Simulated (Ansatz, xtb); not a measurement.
## C8H5Cl: which of two isomers lies lower

Structure a: `C#Cc1cccc(Cl)c1`, a singlet. Structure b: `C#Cc1ccccc1Cl`, a singlet. Both are isolated molecules in the gas phase, relaxed with PBE-D3(BJ)/def2-SVP.

Quicker runs give these differences E(b) − E(a): GFN2-xTB +0.38 kcal/mol; HF/STO-3G +0.99 kcal/mol (at GFN2-xTB geometries); r2SCAN-D4/def2-SVP +0.59 kcal/mol (at GFN2-xTB geometries).

Question: Estimate E(b) − E(a) at the level CCSD(T)/def2-SVP + ΔMP2/def2-TZVPP.

Answer: CCSD(T)/def2-SVP + ΔMP2/def2-TZVPP gives E(b) − E(a) = +0.68 kcal/mol, slightly favouring structure a, which is too small a margin to settle the true order.

How the difference moves with the method:

```csv
level,geometry,E(b) − E(a) (kcal/mol),departure from the last row (kcal/mol),"job, with rough time for the two"
GFN2-xTB,GFN2-xTB,+0.38,−0.30,"optimisation, 0.49 s"
HF/STO-3G,GFN2-xTB,+0.99,+0.31,"single point, 2.5 s"
r2SCAN-D4/def2-SVP,GFN2-xTB,+0.59,−0.10,"single point, 13 s"
PBE-D3(BJ)/def2-SVP,PBE-D3(BJ)/def2-SVP,+0.43,−0.26,"optimisation, 78 s"
HF/def2-SVP,PBE-D3(BJ)/def2-SVP,+1.66,+0.98,part of the CCSD(T) run
MP2/def2-SVP,PBE-D3(BJ)/def2-SVP,+0.43,−0.26,part of the CCSD(T) run
CCSD(T)/def2-SVP,PBE-D3(BJ)/def2-SVP,+0.77,+0.09,single point
CCSD(T)/def2-SVP + ΔMP2/def2-TZVPP,PBE-D3(BJ)/def2-SVP,+0.68,,"single point, 6.6 min"
```

As drawn, both hold the same kinds of bond in the same numbers.

The largest departure from CCSD(T)/def2-SVP + ΔMP2/def2-TZVPP is that of HF/def2-SVP, 0.98 kcal/mol. The last row adds to CCSD(T) the change of the MP2 difference between the two basis sets, here −0.09 kcal/mol.

With thermal terms from frequencies at re-optimised GFN2-xTB minima (ideal gas, soft modes damped towards free rotors, one conformer each, 298.15 K, 1 atm): the zero-point term adds +0.02 kcal/mol; ΔH is +0.71 and ΔG +0.74 kcal/mol.

The correlated steps freeze 13 core orbitals. Programs: Ansatz 0.2.0, xtb 6.7.1; the last row on 2 threads of Intel(R) Xeon(R) Processor @ 2.50GHz (Skylake/Cascade Lake) on a shared host.
